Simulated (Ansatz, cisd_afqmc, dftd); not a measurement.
Reaction: KOH (SMILES [OH][K]) → KOH (parent SMILES [K][OH], triplet)
Each species at its own B3LYP-D3(BJ)/def2-TZVP minimum (Ansatz, a first-principles code).

Quantity: adiabatic triplet-singlet gap (electronic), in kcal/mol. Open shells are spin-unrestricted; no spin-orbit coupling. Cores are frozen in correlated methods (noble-gas shells, and filled d and f shells in the p block). No relativity. The Monte Carlo rows (phaseless AFQMC, CISD trial, step 0.005/hartree) carry one-sigma bars that omit the constraint's bias. Outlying blocks are dropped, and bars are widened where a walk drifts. Over all cases where full CI ran beside it in this data, AFQMC minus full CI had a median of +0.1 mEh and passed +0.4 mEh in a tenth of the cases. CBS(X,Y): correlation extrapolated as X^-3, Hartree-Fock from the larger set. A bracket is a step between two methods taken in the basis named. The spin of HKO (parent SMILES [OH][K], triplet) was assumed, and the state is the lowest solution found for it.

```
level                                                                                                            program  adiabatic triplet-singlet gap (kcal/mol)  difference against the last row
---------------------------------------------------------------------------------------------------  -------------------  ----------------------------------------  -------------------------------
B3LYP-D4/def2-TZVPD                                                                                       Ansatz + dftd4                                      74.8                             -7.3
PBE0/def2-TZVPD                                                                                                   Ansatz                                      73.2                             -8.9
CAM-B3LYP-D3(BJ)/def2-TZVPD                                                                               Ansatz + dftd3                                      77.7                             -4.4
CCSD/def2-QZVPP                                                                                                   Ansatz                                      77.0                             -5.1
CCSDT(Q)/def2-TZVPP                                                                                               Ansatz                                      74.7                             -7.4
CCSDT(Q)/def2-QZVPP                                                                                               Ansatz                                      79.8                             -2.3
CCSD(T)/CBS(def2-TZVPP,def2-QZVPP) + [AFQMC/CISD - CCSD(T)]/def2-SVP                                 Ansatz + cisd_afqmc                                82.2 ± 0.3                              0.1
CCSD(T)/CBS(def2-TZVPP,def2-QZVPP) + [CCSDT(Q) - CCSD(T)]/def2-QZVPP + [CCSDTQ - CCSDT(Q)]/def2-SVP               Ansatz                                      82.1                              0.0
```
